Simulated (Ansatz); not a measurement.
This geometry of C3H11NSi (16 atoms, charge 0, multiplicity 1) is a first-order saddle point.

Theory: RHF/def2-SVP in Ansatz.

```xyz
16
Properties=species:S:1:pos:R:3
C 0.021 2.015 0.049
C 0.717 0.715 0.441
C 0.263 -0.520 -0.352
N 1.211 -1.606 -0.117
Si -1.503 -1.121 0.120
H 0.418 2.852 0.627
H 0.175 2.242 -1.008
H -1.055 1.978 0.228
H 0.599 0.527 1.511
H 1.794 0.836 0.281
H 0.226 -0.230 -1.414
H 0.936 -2.460 -0.567
H 2.121 -1.368 -0.473
H -1.416 -2.373 0.908
H -2.294 -1.401 -1.107
H -2.235 -0.107 0.917
```

Question: Which two structures does it join? (They come from a converged band through this point; their orientation in space is the band's.)

Answer: No bond is made or broken. The dihedral N4–C3–Si5–H16 goes from 74 to -165°. The two ends are copies of one structure, up to a mirror image or an exchange of like atoms.

Image 0:

```xyz
16
Properties=species:S:1:pos:R:3
C -0.128 1.913 -0.557
C 0.650 0.864 0.232
C 0.352 -0.591 -0.151
N 1.233 -1.469 0.615
Si -1.440 -1.132 0.231
H 0.194 2.918 -0.280
H 0.028 1.800 -1.632
H -1.203 1.854 -0.372
H 0.476 0.993 1.303
H 1.722 1.038 0.081
H 0.509 -0.686 -1.237
H 1.147 -2.428 0.332
H 2.198 -1.212 0.493
H -1.519 -2.612 0.136
H -2.404 -0.561 -0.743
H -1.837 -0.711 1.595
```

Image 10:

```xyz
16
Properties=species:S:1:pos:R:3
C 0.005 1.982 0.239
C 0.767 0.674 0.430
C 0.263 -0.501 -0.419
N 1.139 -1.648 -0.201
Si -1.510 -1.060 0.023
H 0.470 2.783 0.817
H -0.001 2.291 -0.809
H -1.034 1.907 0.567
H 0.755 0.382 1.483
H 1.820 0.843 0.178
H 0.259 -0.171 -1.471
H 0.908 -2.418 -0.802
H 2.099 -1.411 -0.384
H -1.672 -1.184 1.491
H -1.761 -2.382 -0.607
H -2.529 -0.110 -0.490
```

Question: How far does it lie above each of them?

Answer: 0.114 eV above the first and 0.114 eV above the second. This is the barrier of this one path; another mechanism may lie lower.

Run time: 95 s on 2 threads of Intel(R) Xeon(R) 6975P-C (Granite Rapids), on a shared host, peak memory 0.31 GiB.
